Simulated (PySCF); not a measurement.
o-toluic acid, C8H8O2.
Atom-mapped SMILES: `[CH3:1][c:2]1[cH:3][cH:4][cH:5][cH:6][c:7]1[C:8](=[O:9])[OH:10]` (hydrogens: H11, H12, H13 on C1; H14 on C3; H15 on C4; H16 on C5; H17 on C6; H18 on O10)

All values: B3LYP/def2-SVPD (PySCF, non-relativistic), on one gas-phase PBE0-D3(BJ)/def2-SVP geometry that isn't relaxed in the solvent. The solvent is an IEF-PCM continuum (Bondi radii, 1.10 Å for H, scaled by 1.2), and excitations are vertical TDDFT with non-equilibrium linear response and a frozen core. The model holds no explicit solvent molecules, cavitation or dispersion.

Gas-phase singlets (H = HOMO, L = LUMO):

| state | E (eV) | λ (nm) | f | leading configurations |
| --- | --- | --- | --- | --- |
| S1 | 4.720 | 263 | 0.041 | H→L 82%, H-1→L+1 12% |
| S2 | 4.800 | 258 | 0.000 | H-2→L 96% |
| S3 | 5.389 | 230 | 0.178 | H-1→L 80%, H→L+1 13% |
| S4 | 6.349 | 195 | 0.002 | H-2→L+1 98% |
| S5 | 6.373 | 195 | 0.284 | H-1→L+1 42%, H→L+1 29% |

**Question.** Give the list for chloroform (ε = 4.711), n² = 2.09.

**Answer.** 
| state | E (eV) | λ (nm) | f | leading configurations | change by rank (eV) |
| --- | --- | --- | --- | --- | --- |
| S1 | 4.663 | 266 | 0.064 | H→L 86%, H-1→L+1 10% | -0.057 |
| S2 | 4.881 | 254 | 0.000 | H-2→L 97% | +0.081 |
| S3 | 5.287 | 234 | 0.272 | H-1→L 86%, H→L+1 8% | -0.102 |
| S4 | 6.265 | 198 | 0.475 | H→L+1 51%, H-1→L+1 28% | -0.084 |
| S5 | 6.384 | 194 | 0.449 | H-1→L+1 50%, H→L+1 35% | +0.011 |

**Question.** Give the list for acetonitrile (ε = 35.69), n² = 1.81.

**Answer.** 
```tsv
state	E (eV)	λ (nm)	f	leading configurations	change by rank (eV)
S1	4.659	266	0.059	H→L 86%, H-1→L+1 10%	-0.061
S2	4.909	253	0.000	H-2→L 97%	+0.109
S3	5.291	234	0.257	H-1→L 86%, H→L+1 9%	-0.098
S4	6.284	197	0.412	H→L+1 44%, H-1→L+1 34%	-0.065
S5	6.406	194	0.462	H-1→L+1 43%, H→L+1 41%	+0.033
```

**Question.** The ground-state energy changes by -0.267 eV from gas to acetonitrile. By how much does the total energy of gas-phase S1 change?

**Answer.** E(S1) = E(S0) + excitation energy, so it changes by -0.267 − 0.061 = -0.328 eV: it is lowered more than the ground state, which is what a red shift means. This is the vertical state, with the slow part of the continuum still set for S0.

**Question.** How do the frontier levels move from gas to acetonitrile?

**Answer.** 
```
orbital  gas (eV)  solvent (eV)  change (eV)                    Löwdin shares, gas               Löwdin shares, solvent
 LUMO+2      0.19          0.35        +0.16  O10 29 %, C8 17 %, H18 15 %, O9 11 %  C8 20 %, O10 20 %, O9 12 %, H18 8 %
 LUMO+1     -0.62         -0.56        +0.06    C2 19 %, C5 19 %, C6 18 %, C3 17 %   C5 19 %, C2 19 %, C6 18 %, C3 17 %
   LUMO     -1.71         -1.71         0.00    C4 16 %, C8 15 %, O9 13 %, C7 13 %   C8 16 %, C4 15 %, O9 14 %, C7 12 %
   HOMO     -7.13         -7.08        +0.05    C5 22 %, C2 21 %, C3 14 %, C6 12 %   C5 22 %, C2 20 %, C3 14 %, C6 13 %
 HOMO-1     -7.46         -7.42        +0.04    C7 22 %, C4 21 %, C3 17 %, C6 15 %   C7 22 %, C4 21 %, C3 16 %, C6 14 %
 HOMO-2     -7.83         -7.96        -0.13     O9 63 %, O10 11 %, C8 8 %, C7 6 %    O9 61 %, O10 11 %, C8 8 %, C7 6 %
 HOMO-3     -9.15         -9.23        -0.08            O10 44 %, O9 39 %, C8 11 %           O10 46 %, O9 38 %, C8 11 %
```

The HOMO–LUMO gap goes from 5.42 to 5.37 eV.

The values belong to the conformer `[CH3:1][c:2]1[cH:3][cH:4][cH:5][cH:6][c:7]1[C:8](=[O:9])[OH:10]`: C6–C7–C8–O9 180°, H–O10–C8–C7 180°.
